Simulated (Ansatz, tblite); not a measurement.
Isomers of Zn$_{3}$Se$_{3}$ (singlet), found by a short tight-binding search and relaxed with PBE-D4/def2-SVP in Ansatz.

The xTB rows come from tblite. Correlated methods freeze 54 core orbitals; core or outer-core shells of Se are correlated, in sets that lack core-valence functions.

Run but left out: HF/def2-TZVP (B: restricted singlet, unstable towards broken spin symmetry).

B: The restricted singlet is unstable towards broken spin symmetry in Hartree–Fock (as tested in another run); at PBE-D4/def2-TZVP, r2SCAN-D4/def2-TZVP, B97M-V/def2-TZVP, PBE0-D4/def2-TZVP this wasn't settled. At MP2/def2-TZVP the restricted singlet (for correlated methods, its reference) is unstable: a solution with broken spin symmetry lies lower.

Other spin states weren't relaxed.

A:

```csv
atom,x (Å),y (Å),z (Å)
Zn1,-0.1122,0.7084,0.4890
Zn2,0.4622,2.5851,2.0837
Zn3,-0.9979,-1.1471,-1.1999
Se4,-2.2863,0.5788,-0.3610
Se5,1.8818,-0.5125,0.2700
Se6,1.0524,-2.2126,-1.2819
```

B:

Cartesian coordinates in Å:
```
Zn -2.2189 0.2848 0.2784
Zn 0.8388 -1.1716 -0.6349
Zn -0.0951 1.2995 -0.4808
Se 0.7325 0.7473 1.7679
Se -0.1818 -1.4655 1.4666
Se 0.9245 0.3055 -2.3972
```

C:

```xyz
6

Zn   -0.289   -1.618    0.081
Zn    1.547    0.558   -0.012
Zn   -1.258    1.059   -0.070
Se    2.019   -1.700    0.117
Se    0.465    2.598   -0.126
Se   -2.484   -0.898    0.011
```

**Question.** Estimate which lies lowest at each level, and how far above it the others are (eV).

**Answer.** 
| level | A | B | C |
| --- | --- | --- | --- |
| GFN1-xTB | 0.41 | 0.48 | 0.00 |
| GFN2-xTB | 0.83 | 0.71 | 0.00 |
| PBE-D4/def2-TZVP | 2.08 | 2.21 | 0.00 |
| r2SCAN-D4/def2-TZVP | 2.47 | 2.61 | 0.00 |
| B97M-V/def2-TZVP | 2.24 | 2.43 | 0.00 |
| PBE0-D4/def2-TZVP | 2.36 | 2.51 | 0.00 |
| MP2/def2-TZVP | 2.63 | 2.79 | 0.00 |
Point groups (tolerance 0.1 Å): A Cs, B not assigned, C D3h. A and B have the same bonds, so they are conformers or stereoisomers. Lower isomers may exist.
